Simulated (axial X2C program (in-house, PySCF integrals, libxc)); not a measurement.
# KC⁺: from Re and ωe to a spectrum

A bond curve at the CCSD(T) level, with spin–orbit coupling, was computed with an axial X2C code built on PySCF integrals (basis K dyall-cv3z [11s12p6d3f], C dyall-v3z [7s6p2d1f] (cores contracted in-house)) for the state Ω = 2 (⟨Sz⟩ = 1.00, ⟨Lz⟩ = 1.00 at HF). Its fit gives Re = 3.1695 Å, ωe = 128.8 cm⁻¹, ωexe = 3.57 cm⁻¹ and αe = 5.324e-03 cm⁻¹; the masses are 38.9637 and 12.0000 u. Two-component means X2C with spin–orbit coupling and atomic mean-field Coulomb and Gaunt terms.

Correlated methods: 12 electrons correlated (number of frozen shells: K 2 s, 1 p; C 1 s), 216 virtual spin orbitals or spinors in MP2, 90 natural virtuals in coupled cluster.

Find the reduced mass, Be and the force constant.

From the CCSD(T) values: μ = 9.1745 u. Be = 16.8576/(μ Re²) = 0.1829 cm⁻¹. k = 5.8918×10⁻⁷ μ ωe² = 0.0897 mdyn/Å.

Where do the fundamental and the first overtone lie?

ν(1←0) = ωe − 2ωexe = 121.7 cm⁻¹; ν(2←0) = 2ωe − 6ωexe = 236.2 cm⁻¹.

A Morse curve ties αe to the other constants (Pekeris). How well does that hold?

αe(Morse) = 6Be²/ωe × (√(ωexe/Be) − 1) = 5.327e-03 cm⁻¹; the CCSD(T) curve gives 5.324e-03 cm⁻¹, a ratio of 1.00.

Estimate the centrifugal constant by the Kratzer relation.

D = 4Be³/ωe² = 1.48e-06 cm⁻¹.

Estimate De from a Morse curve and compare with the computed well depth of 0.176 eV to K+ + C.

De(Morse) = ωe²/(4ωexe) = 0.144 eV against 0.176 eV computed, a ratio of 0.82. The extrapolation falls short: long-range attraction (ionic or ion–induced dipole) or a change of character along the curve can cause this.

The state is one determinant whose occupation by symmetry is held fixed; it was picked as the lowest of a PBE0 search that is not exhaustive. De is counted from the lowest determinant-based energies of the atoms at the same level, without counterpoise correction. Coupled cluster ran in a truncated set of natural virtual spinors; the MP2 energy of the rest was added. (T) has no such correction and the atoms are truncated less, which lowers De at CCSD(T) by a hundredth of an eV or more. In 2c an atomic determinant is not the ground J level, so De misses part of the atomic spin–orbit lowering. This holds for CCSD(T). Other states lie close and PBE0, whose exact exchange favours high spin, may order them wrongly; the determinant shown need not be the ground state. The nearest other 2c determinant of the search, Ω = 1, lies 0.17 eV up at the distance of the search. With several unpaired electrons one determinant need not be a pure state. Open-shell Ω = 0 determinants with evenly filled partner blocks cannot be reached by this program, so the Ω shown need not be the lowest component. The bond is weak, and without diffuse functions and with truncated virtuals even CCSD(T) can be tens of per cent off in De.
